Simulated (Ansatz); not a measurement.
Ge₉OH₁₄, a cluster with a defect cut from the lattice of germanium (double-bonded O in place of two caps). Charge 0, multiplicity 1. Geometry PBE-D4/def2-SVP.

Cartesian coordinates in Å:
```
Ge 2.2314 -0.6298 1.8178
Ge 1.3660 -1.3941 -2.0144
Ge -1.4332 -1.8789 0.8154
Ge -1.0419 1.9299 1.9687
Ge -1.7895 1.0794 -1.8693
Ge 0.9524 -2.0717 0.2995
Ge 1.3974 1.6925 1.6256
Ge 0.6012 0.9033 -2.3432
Ge -2.2189 0.4100 0.4442
O 2.3790 2.9702 1.1999
H 3.7536 -0.6637 1.5091
H 1.9975 -1.1005 3.2847
H 2.8843 -1.5174 -2.3314
H 0.5901 -2.3456 -2.9704
H -1.6960 -2.3006 2.2906
H -2.2298 -2.8433 -0.1118
H -1.3591 1.5229 3.4389
H -1.4569 3.4108 1.7499
H -2.5825 0.1433 -2.8265
H -2.2864 2.5370 -2.0917
H 1.4117 -3.5469 0.5237
H 0.8977 1.3670 -3.7982
H 1.3783 1.8372 -1.3685
H -3.7464 0.4889 0.7573
```

Single mean-field runs in def2-TZVP are fitted with def2-universal-jkfit.

Task: Estimate the orbital energies around the gap (eV) in Ansatz with PBE-D4/def2-SVP, revPBE-D4/def2-TZVP, r2SCAN-D4/def2-TZVP, BHLYP-D4/def2-TZVP, CAM-B3LYP-D4/def2-TZVP.

Result: 
```csv
orbital,PBE-D4/def2-SVP,revPBE-D4/def2-TZVP,r2SCAN-D4/def2-TZVP,BHLYP-D4/def2-TZVP,CAM-B3LYP-D4/def2-TZVP
HOMO−13,-8.59,-8.63,-9.04,-11.19,-11.35
HOMO−12,-8.56,-8.60,-9.01,-11.15,-11.32
HOMO−11,-8.39,-8.42,-8.82,-10.94,-11.10
HOMO−10,-8.31,-8.33,-8.72,-10.75,-10.94
HOMO−9,-7.79,-7.81,-8.18,-10.25,-10.41
HOMO−8,-7.57,-7.60,-7.96,-10.10,-10.20
HOMO−7,-7.48,-7.48,-7.86,-9.93,-10.12
HOMO−6,-7.14,-7.13,-7.48,-9.32,-9.57
HOMO−5,-7.11,-7.12,-7.46,-9.24,-9.47
HOMO−4,-6.87,-6.84,-7.17,-8.90,-9.13
HOMO−3,-6.83,-6.83,-7.15,-8.75,-9.01
HOMO−2,-6.81,-6.81,-7.13,-8.75,-9.00
HOMO−1,-6.68,-6.69,-7.01,-8.68,-8.98
HOMO,-5.44,-5.49,-5.82,-7.79,-7.92
LUMO,-3.15,-3.19,-3.26,-1.75,-1.55
LUMO+1,-1.98,-1.98,-1.91,-0.43,-0.38
LUMO+2,-1.48,-1.51,-1.46,-0.09,0.09
LUMO+3,-1.37,-1.41,-1.32,0.07,0.19
LUMO+4,-1.37,-1.40,-1.29,0.13,0.21
LUMO+5,-1.29,-1.35,-1.24,0.18,0.30
```
